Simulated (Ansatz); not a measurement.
Calculated with Ansatz (gas phase, PBE0-D4/def2-TZVP geometries, no zero-point term in ΔE). CBS: MP2 limit from def2 TZ/QZ plus the TZ coupled-cluster correction, frozen cores. This one scheme is used for every species. DFT in def2-TZVPP. For Ge outer-core shells are correlated without core-valence functions, which leaves a few kJ/mol of doubt a bond. Scalar relativity is left out up to krypton. Each species was taken in one conformer, which may not be the lowest.

Reaction (ligand exchange at a Ge–S bond): `CO[SiH2][S][GeH3]` + CH₃OH → `C[O][GeH3]` + `CO[SiH2]S`

```json
{"species": "`CO[SiH2][S][GeH3]`", "PBE0-D4 energy (Eh)": "-2882.32951"}
{"species": "CH₃OH", "PBE0-D4 energy (Eh)": "-115.64111"}
{"species": "`C[O][GeH3]`", "PBE0-D4 energy (Eh)": "-2193.59085"}
{"species": "`CO[SiH2]S`", "PBE0-D4 energy (Eh)": "-804.36460"}
```

Question: Work out ΔE.

Answer: ΔE = (-2193.59085) + (-804.36460) − (-2882.32951) − (-115.64111) = 0.01517 Eh = +0.41 eV. CCSD(T)/CBS gives +0.35 eV.

Largest T1 diagnostic among the species: 0.011.

In def2-TZVPP, CCSD(T) changes the Hartree–Fock value by +0.09 eV (the triples alone add +0.02 eV) and MP2 by +0.13 eV. The D4 term adds +0.08 eV with B3LYP and +0.05 eV with PBE0; it sums over pairs of atoms, weighted by their polarisabilities, and B3LYP, whose exchange is more repulsive, gets the larger term.

B3LYP here is the variant with VWN-RPA as its local correlation; programs differ in this.
